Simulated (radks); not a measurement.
The germanium anion Ge4-, [Kr], held by a Watson sphere: a shell of charge +4 at radius R that stands for the Madelung well of a crystal (potential energy -4/R inside, -4/r outside, in hartree with lengths in bohr). Method: scalar-relativistic Kohn-Sham, LB94 model potential, spin-unpolarised, spherical densities, finite nucleus; Fermi nuclear charge, rms radius of each element as measured or else 0.836 A^(1/3) + 0.57 fm; computed with a radial shooting solver on a logarithmic mesh with Libxc functionals. Response by self-consistent Sternheimer equations with the Hartree and adiabatic LDA kernel, the relativistic mass of each level held fixed and spin-orbit coupling left out. The sphere does not respond.

R (bohr),e(3d) (eV),e(4s) (eV),e(4p) (eV),<r> 4p (bohr),sum of <r^2> (bohr^2),X-ray form factor at sin(theta)/lambda = 0.3 1/angstrom,alpha (bohr^3)
3.25,-34.745,-15.580,-8.626,3.114,90.58,22.049,92.34
3.93,-33.834,-13.907,-7.185,3.487,109.3,22.115,157.4
4.02,-33.735,-13.734,-7.020,3.536,111.9,22.119,168.5
4.32,-33.428,-13.224,-6.510,3.699,120.9,22.126,210.3
4.64,-33.140,-12.776,-6.028,3.872,131.0,22.128,264.1
